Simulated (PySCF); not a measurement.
Spinor energies of Ru (ruthenium, neutral)

Start: [Kr] 4d7 5s1; 4d3/2 filled at m_j = -3/2, -1/2, +1/2, +3/2; 4d5/2 filled at m_j = +1/2, +3/2, +5/2; 5s1/2 filled at m_j = +1/2. Calculated with PySCF 2.14 in x2c-TZVPall-2c with one added diffuse shell each of s, p, d type (9s10p8d1f, 86 functions): generalised Hartree-Fock with the X2C-1e Hamiltonian and a Gaussian nucleus; one run each with spin-orbit coupling (SO) switched off, then screened by Boettger's factors.

| spinor shell | electrons | ε, spin-free (eV) | ε, screened SO (eV) | weight of nominal j (screened SO) | rms radius, screened SO (bohr) |
| --- | --- | --- | --- | --- | --- |
| 1s1/2 | 2 | -22234.8 | -22233.4 | 1.000 | 0.0384 |
| 2s1/2 | 2 | -3276.5 | -3276.0 | 1.000 | 0.158 |
| 2p1/2 | 2 | -2927.7 | -3018.2 | 1.000 | 0.137 |
| 2p3/2 | 4 | -2927.7 | -2885.4 | 1.000 | 0.142 |
| 3s1/2 | 2 | -611.11 | -610.95 | 1.000 | 0.428 |
| 3p1/2 | 2 | -493.44 | -509.38 | 1.000 | 0.425 |
| 3p3/2 | 4 | -493.44 | -485.90 | 1.000 | 0.436 |
| 3d3/2 | 4 | -304.36 | -307.17 | 0.993 | 0.416 |
| 3d5/2 | 6 | -304.36 | -302.30 | 0.995 | 0.420 |
| 4s1/2 | 2 | -93.591 | -93.534 | 1.000 | 1.09 |
| 4p1/2 | 2 | -58.284 | -62.613 | 0.823 | 1.21 |
| 4d5/2 | 3 | -10.757 | -11.488 | 0.760 | 1.82 |
| 4d3/2 | 4 | -10.757 | -10.211 | 0.700 | 1.84 |
| 5s1/2 | 1 | -6.482 | -6.478 | 0.999 | 3.83 |

Where does 4p3/2 lie, and what is the 4p spin-orbit splitting (screened SO)?

At -56.141 eV, 6.472 eV above 4p1/2.

```tsv
quantity	spin-free	screened SO
E (hartree)	-4527.66533	-4528.31433
M_J	5	5
⟨J²⟩	30.009	30.010
⟨L²⟩	12.006	12.091
⟨S²⟩	6.003	5.975
```

Each row is a mean over spinors that exchange with the open shell spreads, by up to 7.661 eV (4p3/2).

Rows whose weight is well below 1 are mixtures of j = l ± 1/2: exchange outweighs spin-orbit coupling there, and the label is only the starting occupation.

Breit and QED terms are absent; they matter most for the inner s and p1/2 levels.

Densities and radii are taken from the X2C orbitals without a picture-change correction, which distorts them close to the nucleus.

Without spin-orbit coupling the j labels of p, d and f shells carry no meaning; the spin-free column gives the mean over the occupied spinors of each nl shell.
